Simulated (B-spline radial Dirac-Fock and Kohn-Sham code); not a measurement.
# Binding energies of Sr²⁺ at several levels of theory

System: strontium as Sr²⁺ in the configuration [Ar] 3d10 4s2 4p6.

The density-functional columns are spherical, spin-unpolarised Dirac-Kohn-Sham results without Breit or QED terms: −ε is minus the orbital energy of the initial state and ΔSCF the difference of two total energies. The reference in the last column comes from Dirac-Fock ΔSCF + Breit + QED. All numbers are from a radial finite-basis atomic code, in eV; a selection of levels is shown. The Kohn-Sham columns are given as differences from the reference. For the 1s level of heavy atoms much of the gap between ΔSCF and the reference is the Breit and QED part, -39.2 eV here; for other levels the error of the functional can be larger.

```
     level  LDA −ε − DF  LDA ΔSCF − DF  PBE −ε − DF  PBE ΔSCF − DF  Dirac-Fock
    K (1s)       -208.0          +34.5       -183.6          +59.6     16128.4
   L1 (2s)        -77.9          -36.2        -75.1          -33.6      2246.0
L2 (2p1/2)        -56.0           -4.9        -55.2           -4.2      2032.1
L3 (2p3/2)        -57.0           -7.7        -56.3           -7.1      1964.8
   M1 (3s)        -38.2          -22.3        -37.2          -21.3       384.9
M2 (3p1/2)        -29.5          -13.6        -29.3          -13.4       306.5
M3 (3p3/2)        -29.4          -13.8        -29.1          -13.5       295.9
M4 (3d3/2)        -14.8           +1.2        -15.1           +0.8       158.2
M5 (3d5/2)        -14.8           +1.0        -15.2           +0.7       156.4
   N1 (4s)        -10.4           -2.9        -10.5           -3.1       65.22
N2 (4p1/2)         -5.5           +1.3         -5.7           +1.1       43.02
N3 (4p3/2)         -5.5           +1.2         -5.7           +1.0       41.81
```

For the outermost level NIST gives 42.88353 eV (measured); the differences from it are LDA −ε -6.62, LDA ΔSCF +0.11, PBE −ε -6.76, PBE ΔSCF -0.03, Dirac-Fock -1.07 eV.

Values without a named source are computed, but for edge energies of neutral atoms, which are taken from tables.
